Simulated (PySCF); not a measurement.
BHN, SMILES B=[N] (connectivity only; charge and spin as stated), charge -1, multiplicity 1. Atoms are numbered in the order given.

```xyz
3

B      0.0000     0.0000     0.5882
N      0.0000     0.0000    -0.6734
H      0.0000     0.0000     1.7725
```
Charge -1, spin multiplicity 1.

The structure is a stationary point at B3LYP-D3(BJ)/def2-TZVPD. The spin state was assumed, not searched. The isomer is the one that the SMILES or the coordinates give; other isomers of the formula were not compared.

Method: PBE/def2-TZVPD run with PySCF.

Gas-phase values at a fixed geometry. A positive occupied level means that this level leaves the electron formally unbound; only the finite basis holds it.

Task: Estimate the frontier levels, gap, dipole moment and polarisability. (The exact figures need the calculation; the answer reports its results.)

Result: 
```
Item                                                               Value
------------------------------------------------  ----------------------
highest occupied level                                           0.54 eV
lowest empty level                                               3.84 eV
orbital gap                                                      3.30 eV
dipole moment about the centre of nuclear charge               0.464 e·Å
mean static polarisability                          43.3 bohr³ (6.42 Å³)
polarisability, principal values                  40.0, 40.0, 50.1 bohr³
```
